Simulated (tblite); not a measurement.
Start geometry of `O=S(c1nnccc1)(=O)[O]` [radical] from a force field or distance geometry (Å):
```
atom  x, y, z in Å
O1     2.7286    0.4666    1.4057
S2     2.2433   -0.2179   -0.0738
O3     2.9211    0.6214   -1.1298
O4     2.7889   -1.6148   -0.1555
C5     0.4951   -0.1801   -0.2539
C6    -0.3147    0.3727    0.7156
C7    -1.6823    0.4244    0.5869
C8    -2.2068   -0.1069   -0.5651
N9    -1.4014   -0.6511   -1.5163
N10   -0.0798   -0.6850   -1.3682
H11    0.0942    0.7952    1.6361
H12   -2.2951    0.8542    1.3712
H13   -3.2954   -0.0782   -0.6706
```

Question: What comes out of this run: GFN2-xTB geometry optimisation, gas phase (tblite 0.8.0)?

Answer: 
```
atom  x, y, z in Å
O1     2.5436    0.3830    1.2624
S2     2.3670   -0.1965   -0.0407
O3     2.6735    0.6347   -1.1754
O4     2.5536   -1.6175   -0.1596
C5     0.4807   -0.1489   -0.2054
C6    -0.2560    0.4231    0.8246
C7    -1.6231    0.4224    0.6018
C8    -2.1196   -0.1274   -0.5844
N9    -1.3223   -0.6467   -1.5034
N10   -0.0662   -0.6235   -1.2549
H11    0.2385    0.8161    1.6983
H12   -2.2998    0.8396    1.3323
H13   -3.1744   -0.1580   -0.8133
```

The energy falls by 181.3 kJ/mol over 35 L-BFGS steps, the largest force on an atom goes from 6.84 to 0.005 eV/Å, and the atoms move by 0.158 Å rms after alignment. The bond that changes most is O1–S2 (ends: oxygen bonded to S; sulfur bonded to C and 3 O), which shortens by 0.264 Å. Bonds longer at the end by more than 0.005 Å: 4 of 13; shorter: 8. Among the angles that change most is O3–S2–C5, from 111.3° to 97.4°. Rotational constants go from 2741, 816.1, 713.4 to 2839, 881.4, 773.3 MHz. The orientation of the end geometry is arbitrary; only internal coordinates are fixed.

Its lowest GFN2-xTB frequency is 15i cm⁻¹, too small to tell a flat minimum from a shallow saddle.

All values are computed, not measured.
